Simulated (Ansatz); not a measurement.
# Energy profile

The step: Si₂H₆O ([SiH3][O][SiH3]) + H₂O + HF → Si₂H₅OF ([F][SiH2][O][SiH3]) + H₂O + H₂; bonds formed: Si1–F8, H2–H9, H7–O10; bonds broken: Si1–H2, H7–F8, H9–O10 (atoms numbered as in the saddle structure below).

| atom | x (Å) | y (Å) | z (Å) |
| --- | --- | --- | --- |
| Si1 | 0.3210 | 0.6688 | 0.7708 |
| H2 | 0.2005 | -0.7827 | -0.0172 |
| O3 | 0.3768 | 1.2965 | -0.7956 |
| Si4 | -0.5550 | 1.4204 | -2.1220 |
| H5 | 1.6703 | 1.1104 | 1.1733 |
| H6 | -0.9549 | 1.2731 | 1.2186 |
| H7 | 0.1512 | -1.7706 | 2.0237 |
| F8 | 0.2841 | -0.3569 | 2.2597 |
| H9 | 0.1370 | -1.6519 | 0.4848 |
| O10 | 0.0538 | -2.5167 | 1.3259 |
| H11 | -1.8507 | 2.0916 | -1.8201 |
| H12 | 0.1693 | 2.2054 | -3.1536 |
| H13 | -0.8581 | 0.0671 | -2.6753 |
| H14 | 0.8546 | -3.0544 | 1.3270 |

Electronic energies by CCSD(T) at an estimated basis limit (MP2 extrapolated from triple and quadruple zeta, plus CCSD(T) − MP2 in triple zeta), on PBE0-D4/def2-TZVP structures; Si$_{2}$H$_{9}$O$_{2}$F, closed shell; no counterpoise correction. Ansatz 0.2.0; basis: def2-TZVPP and def2-QZVPP; cores frozen in the correlated methods. Extrapolation: Hartree–Fock as exp(−7.88 √X), correlation as X^−2.97.

Q: Give the profile in eV, counted from the separated reactants. (To be estimated.)

A: Computed:
```tsv
point	eV
separated: Si$_{2}$H$_{6}$O (linked as [SiH3][O][SiH3]; Si1, H2, O3, Si4, H5, H6, H11, H12, H13; singlet) + HF (H7, F8; singlet) + H$_{2}$O (H9, O10, H14; singlet)	0.000
start structure	-0.503
saddle	0.790
end structure	-1.642
separated: Si$_{2}$H$_{5}$OF (linked as [F][SiH2][O][SiH3]; Si1, O3, Si4, H5, H6, F8, H11, H12, H13; singlet) + H$_{2}$ (H2, H9; singlet) + H$_{2}$O (H7, O10, H14; singlet)	-1.398
```

The T1 diagnostic stays at or below 0.012.

For scale, one of the runs: CCSD(T)/def2-TZVPP, 303 basis functions, launched by `ansatz run in.yaml --threads 8 --pin off --events-out ev --progress --plain --max-ram 19148MiB`. Hardware: 8 CPU threads of an Intel Xeon, shared host. Wall time 4.7 min; peak host memory 10 GiB.
